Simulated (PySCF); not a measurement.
Gas-phase equilibrium of 1 mol GeCl₄, 0.55 mol O₂ at 1600 K and 0.100 bar, among 12 species (ClO, O₂, O, GeCl₃, Ge₂O₂, O₃, GeCl₄, Cl, Cl₂, GeO₂, GeCl₂, GeO). Only gases are allowed; each row takes one source of thermochemistry for all species, and Cantera finds the minimum.

Energies from PySCF, thermal terms from the rigid-rotor harmonic-oscillator model, ideal gas at 1 bar. † marks an energy on the PBE0/def2-TZVP geometry and frequencies; other levels use their own. 6-31G* has spherical d functions here. Open shells (unrestricted) among the columns below: O₂ (multiplicity 3), Cl (multiplicity 2, electronic degeneracy 6); the rest are closed-shell singlets. Spin-orbit splitting is ignored; it lowers the true energy and changes the entropy of Cl. B3LYP is the form with VWN-RPA correlation. Ge: all electrons, no relativistic terms. The harmonic model lacks anharmonicity and excited electronic states, which grow with temperature; levels with a mode under 35 cm⁻¹ are left out.

Molecules larger than those listed are left out, and so are free Ge atoms, whose spin-orbit terms are large. Also missing: (GeO)n, which can matter at low temperature or high pressure.

Mole fractions:

```tsv
thermochemistry	x GeCl₄	x Cl	x O₂	x GeCl₂	x Cl₂	x GeO
B3LYP/6-31G*	0.048	0.44	0.18	0.27	0.060	0.0018
B3LYP/def2-TZVP†	0.082	0.28	0.20	0.28	0.15	0.0058
PBE/def2-SVP	0.36	0.087	0.28	0.15	0.11	0.00066
PBE0/def2-TZVP	0.40	0.10	0.29	0.13	0.079	0.0011
r2SCAN/def2-TZVP†	0.48	0.079	0.31	0.080	0.046	0.0014
LDA/def2-TZVP†	0.50	0.0027	0.32	0.084	0.091	0.0037
```
The most sensitive of these is Cl: it spans a factor of 10^2.2 over these rows; at this temperature one factor of ten is RT ln 10 = 31 kJ/mol.
